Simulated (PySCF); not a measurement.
CH5BOS. Atoms are numbered in the order given.

```xyz
9

B     -0.5684     1.0826     0.0000
H     -1.5929     1.7235     0.0000
O      0.6600     1.6625     0.0000
H      0.6232     2.6265     0.0000
S     -0.7294    -0.7086     0.0000
C      1.0186    -1.2619     0.0000
H      1.5397    -0.8974    -0.8951
H      1.0115    -2.3597     0.0000
H      1.5397    -0.8974     0.8951
```
Charge 0, spin multiplicity 1.

Geometry: B3LYP-D3(BJ)/def2-SVP. The values are those of a single conformer.

These are PBE0/pcSseg-1 in PySCF values and carry that method's errors.

GIAO shieldings, no solvent; atoms alike by connectivity are averaged. δ = σ(ref) − σ: ¹¹B against BF3 (σ = 88.8 ppm); ¹H against TMS (σ = 31.56 ppm); ¹⁷O against H2O (σ = 334.2 ppm); ³³S against H2S (σ = 716.7 ppm); ¹³C against TMS (σ = 186.3 ppm), references at their B3LYP-D3(BJ)/def2-TZVP geometries, non-relativistic.

```tsv
nucleus	atoms	count	δ (ppm)
¹¹B	B1	1	33.1
¹H	H2	1	5.81
¹H	H4	1	5.66
¹H	H7, H8, H9	3	2.35
¹⁷O	O3	1	165.3
³³S	S5	1	186.0
¹³C	C6	1	15.1
```
